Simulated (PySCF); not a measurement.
**Co: ionisation energy**

Co [Ar] 3d7 4s2 (4F) → Co⁺ [Ar] 3d8 (3F), as a difference of total energies. All numbers are calculated (PySCF 2.14, the spin-free X2C one-electron Hamiltonian (Gaussian nucleus), in x2c-TZVPall (6s5p4d1f, 48 functions)). Correlated levels: valence: [Ar] frozen. The calculations carry no spin-orbit coupling.

| method | ionisation energy (eV) | error (eV) |
| --- | --- | --- |
| UHF | 8.283 | +0.414 |
| B3LYP | 8.100 | +0.231 |
| PBE | 7.788 | -0.081 |
| MP2 (valence) | 7.423 | -0.446 |
| SCS-MP2 (valence) | 7.502 | -0.367 |

Reference: 7.869 eV (measured; NIST levels, between the centres of gravity of the two terms).

Errors of the correlated levels include the incompleteness of this basis and the frozen core.

MP2 underrates the near-degeneracy of ns² with np² in the lower species.
